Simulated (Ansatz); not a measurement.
# A barrier at the coupled-cluster level

Start structure (Si2NH6Cl3, closed shell), relaxed at PBE0-D4/def2-TZVP:

```
12
angstrom
Si -1.5114 0.1669 -0.0851
Si 0.0591 -1.2279 0.9287
Cl -1.4708 0.0810 -2.1369
Cl -3.4066 -0.4065 0.4627
Cl -1.3377 2.1364 0.4697
H 1.8292 1.4834 -0.0029
N 1.4564 0.8167 -0.6677
H 0.9268 -0.4603 1.8535
H -0.7052 -2.2241 1.7337
H 0.8409 -1.9655 -0.0918
H 2.2278 0.2573 -1.0112
H 1.0915 1.3427 -1.4527
```

The step: Si₂H₃Cl₃ ([SiH3][Si]([Cl])([Cl])[Cl]) + NH₃ → SiNH₂Cl₃ ([NH2][Si]([Cl])([Cl])[Cl]) + SiH₄; bonds formed: Si1–N7, Si2–H6; bonds broken: Si1–Si2, H6–N7. Program: Ansatz 0.2.0. Basis: def2-TZVPP and def2-QZVPP. Cores are frozen in the correlated methods. Extrapolation: Hartree–Fock as exp(−7.88 √X), correlation as X^−2.97. Energies below are by CCSD(T) at an estimated basis limit (MP2 extrapolated from triple and quadruple zeta, plus CCSD(T) − MP2 in triple zeta).

(1) What are the electronic barrier and the energy of the step, from the start structure to the end structure? (To be estimated.)

The T1 diagnostic stays at or below 0.011. The start structure is not quite a true minimum (one mode of 28i cm⁻¹).

Results:

(1) The calculation gives: Barrier 212.0 kJ/mol; step energy -48.5 kJ/mol (downhill); reverse barrier, their difference, 260.5 kJ/mol. Barrier and step energy count from the start structure, the reverse barrier from the end structure.

The saddle point: One imaginary mode of 1244i cm⁻¹.
| pair | start (Å) | saddle (Å) | end (Å) |
| --- | --- | --- | --- |
| Si1–N7 | 3.09 | 1.83 | 1.68 |
| Si2–H6 | 3.37 | 1.97 | 1.48 |
| Si1–Si2 | 2.33 | 2.95 | 4.41 |
| H6–N7 | 1.01 | 1.22 | 3.24 |

Zero-point energy (harmonic, PBE0-D4): ZPE is 178.2 kJ/mol at the start and 163.9 kJ/mol at the saddle, so the barrier goes from 212.0 to 197.6 kJ/mol.

Labels in which every atom is bracketed show which atoms are joined, not bond orders.

For scale, one of the runs: CCSD(T)/def2-TZVPP, 325 basis functions, launched by `ansatz run in.yaml --threads 4 --pin off --events-out ev --progress --plain --max-ram 66560MiB --backend cuda --devices 0, --max-vram 37GiB`. The run took 11 s on 4 CPU threads of an AMD EPYC 7R13 and a share of one NVIDIA H100 (shared host), with 0.82 GiB of host memory at its peak.
